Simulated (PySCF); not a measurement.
Dissociation curve of AlN, triplet.

Levels: UKS-PBE = unrestricted PBE/6-31G run with PySCF; UKS-LDA (SVWN5) = unrestricted LDA (SVWN5)/6-31G (PySCF 2.14.0); UHF/6-31G (PySCF); UKS-M06-2X/6-31G* = unrestricted M06-2X/6-31G*, spherical d (PySCF 2.14.0); UCCSD = CCSD on UHF/6-31G, 6 core orbitals frozen (PySCF).

Energies are in kcal/mol, each relative to the lowest point of its own curve near equilibrium.

| R / Å | UKS-PBE | UKS-LDA (SVWN5) | UHF | UKS-M06-2X/6-31G* | UCCSD |
|---|---|---|---|---|---|
| 1.45 | 68.8 | 64.1 | 85.3 | 56.1 | 77.1 |
| 1.52 | 41.6 | 38.0 | 57.7 | 32.6 | 48.9 |
| 1.60 | 21.2 | 18.6 | 36.5 | 16.0 | 27.5 |
| 1.67 | 10.2 | 8.4 | 23.4 | 7.9 | 16.4 |
| 1.75 | 3.1 | 2.1 | 12.4 | 3.6 | 15.7 |
| 1.79 | 1.3 | 0.7 | 8.3 | 3.0 | 10.9 |
| 1.86 | 0.0 | 0.0 | 3.3 | 0.5 | 5.0 |
| 1.88 | 0.0 | 0.2 | 2.3 | 0.1 | 3.8 |
| 1.95 | 1.0 | 1.8 | 0.0 | 0.0 | 1.0 |
| 2.09 | 3.2 | 6.5 | 0.0 | 3.5 | 0.0 |
| 2.24 | 6.3 | 10.1 | 3.7 | 10.3 | 3.0 |
| 2.39 | — | — | 7.8 | 18.2 | 7.8 |

A dash means that the run gave no value there, or that the column was ended at a point which the program doubted or which failed a test of continuity chosen for this set; such a test can also cut sound points.

The scan ran from 1.45 to 7.10 Å; beyond the distances shown one of the unrestricted levels run for this scan, shown here or not, changes its spin distribution in one step. The unrestricted determinant behind UHF, UCCSD is spin-contaminated at 1.67 to 1.79, 2.24 to 2.39 Å (<S²> up to 2.3, against 2.00 for a pure triplet).
